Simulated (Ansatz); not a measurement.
Reaction (redistribution): `CS[SiH2]O[SiH3]` + `O[SiH](O)CF` → `FC[SiH2]O[SiH3]` + `CS[SiH](O)O`

Program: Ansatz. Geometries: PBE0-D4/def2-TZVP. ΔE: electronic, gas phase. CCSD(T)/CBS adds triple-zeta CCSD(T) − MP2 to the extrapolated MP2 energy (def2 sets, frozen cores). DFT in def2-TZVPP. One conformer a species, not always the lowest.

`CS[SiH2]O[SiH3]`:

```xyz
13

C     0.105   -1.028    1.933
S     1.291   -1.282    0.578
Si    1.356    0.680   -0.216
O    -0.056    1.124   -0.914
Si   -1.304    0.442   -1.732
H     0.072   -1.957    2.501
H     0.432   -0.223    2.590
H    -0.891   -0.815    1.546
H     2.448    0.658   -1.218
H     1.614    1.661    0.865
H    -2.073   -0.460   -0.835
H    -0.809   -0.337   -2.896
H    -2.184    1.538   -2.202
```

`O[SiH](O)CF`:

```xyz
10

O    -1.261    0.676   -1.056
Si   -0.642    0.084    0.342
O    -0.468    1.298    1.422
C     1.020   -0.708   -0.089
F     0.857   -1.454   -1.266
H    -1.025    0.202   -1.856
H    -1.540   -0.897    0.991
H    -0.127    2.135    1.102
H     1.392   -1.382    0.689
H     1.794    0.045   -0.278
```

`FC[SiH2]O[SiH3]`:

```xyz
12

F    -0.064    0.459    2.058
C     1.047   -0.199    1.527
Si    1.195    0.211   -0.309
O    -0.158   -0.255   -1.091
Si   -1.788   -0.085   -1.139
H     1.934    0.119    2.086
H     0.914   -1.273    1.694
H     1.397    1.674   -0.466
H     2.354   -0.533   -0.865
H    -2.418   -0.928   -0.092
H    -2.164    1.336   -0.923
H    -2.251   -0.526   -2.477
```

`CS[SiH](O)O`:

Z-matrix (Å, degrees):
```
C
S 1 1.818
H 1 1.090 2 111.0
H 1 1.089 2 106.9 3 118.6
H 1 1.089 2 110.9 3 -122.4
Si 2 2.125 1 98.7 3 54.1
O 6 1.632 2 114.4 1 69.5
O 6 1.638 2 106.6 1 -170.6
H 6 1.480 2 109.5 1 -46.7
H 7 0.959 6 117.2 2 60.4
H 8 0.958 6 117.6 2 41.1
```

(1) Is it downhill or uphill in electronic energy at CCSD(T)/CBS, and by how much? (Estimate.)

(2) What do these levels give: PBE-D4, ωB97M-V, PBE, PBE0, HF/def2-QZVPP, MP2/CBS(def2)? (Estimate.)

Largest T1 diagnostic among the species: 0.011.

Results:

(1) Computed: Nearly level: ΔE = +0.5 kcal/mol.

(2) Computed: PBE-D4 0.3, ωB97M-V 0.3, PBE -0.1, PBE0 -0.1, HF/def2-QZVPP -0.5, MP2/CBS(def2) 0.5 kcal/mol.

In def2-TZVPP, CCSD(T) changes the Hartree–Fock value by +0.8 kcal/mol (the triples alone add +0.1 kcal/mol) and MP2 by +0.8 kcal/mol.
